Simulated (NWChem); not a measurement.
System: C2H7FOSi; SMILES C[Si@H](F)CO

Input file for NWChem:

```
start job
memory heap 200 mb stack 900 mb global 1100 mb
geometry units angstroms
  C      1.858795    -1.095721    -0.485568
  Si     0.495915     0.178806    -0.155152
  F      0.610838     0.578768     1.408932
  C     -1.247121    -0.562774    -0.393874
  O     -2.130028     0.545346    -0.495819
  H      1.901081    -1.385205    -1.530642
  H      2.829092    -0.688436    -0.218918
  H      1.712973    -1.999423     0.101205
  H      0.628997     1.436551    -0.870889
  H     -1.525642    -1.195035     0.458089
  H     -1.316902    -1.183815    -1.295306
  H     -3.039474     0.230317    -0.527111
end
basis spherical
  * library def2-svp
end
dft
  xc pbe0
  iterations 150
end
driver
  maxiter 120
end
task dft optimize
```

No frequency run checked for a minimum.

The level has its own optimisation. Brackets give each atom's bonded neighbours.

### Question
Predict the main results of this run. (PBE0/def2-SVP.) Quantities: r C–Si [C(HHHSi)–Si(CCFH)] (Å); r C–H [C(HHHSi)–H(C)] (Å); r F–Si (Å); r C–Si [C(HHOSi)–Si(CCFH)] (Å); dipole (D).

### Answer
```yaml
r C–Si [C(HHHSi)–Si(CCFH)] (Å): 1.865
r C–H [C(HHHSi)–H(C)] (Å): 1.101
r F–Si (Å): 1.633
r C–Si [C(HHOSi)–Si(CCFH)] (Å): 1.884
dipole (D): 3.05
```
